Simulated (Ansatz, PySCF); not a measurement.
Gas-phase reaction 2 R1 → P1, each structure at its B3LYP-D3(BJ)/def2-SVP stationary point, reached from a drawn start (curvature not checked).
R1: AlI3 (SMILES [I][Al]([I])[I]), charge 0, multiplicity 1.
P1, Al2I6 (SMILES [I][Al-]1([I])[I+][Al-]([I])([I])[I+]1) (charge 0, multiplicity 1):
```xyz
8

Al     1.8130    -0.0016     0.0012
Al    -1.8130     0.0016    -0.0010
I      0.0017     1.9750     0.0052
I     -0.0017    -1.9750    -0.0022
I      3.0287    -0.0068     2.1605
I      3.0279     0.0014    -2.1585
I     -3.0312    -0.0013     2.1569
I     -3.0254     0.0067    -2.1621
```

P less R. No zero-point or thermal terms; no spin–orbit coupling.

The values were computed with Ansatz (a quantum-chemistry and plane-wave program) with Gaussian orbitals; PySCF for the D3/D4 terms. Each number belongs to the level named beside it. Elements past Kr take the def2 small-core potentials, without spin–orbit coupling.

### Question
One of these levels gives -0.889 eV for the reaction energy. Name it.
(A) BLYP-D4/def2-TZVPP
(B) SVWN5/def2-TZVPP
(C) PBE/def2-TZVPP
(D) HF/def2-SVP

### Answer
C, PBE/def2-TZVPP. The others give -0.303 (HF/def2-SVP), -1.321 (SVWN5/def2-TZVPP), -1.040 (BLYP-D4/def2-TZVPP)
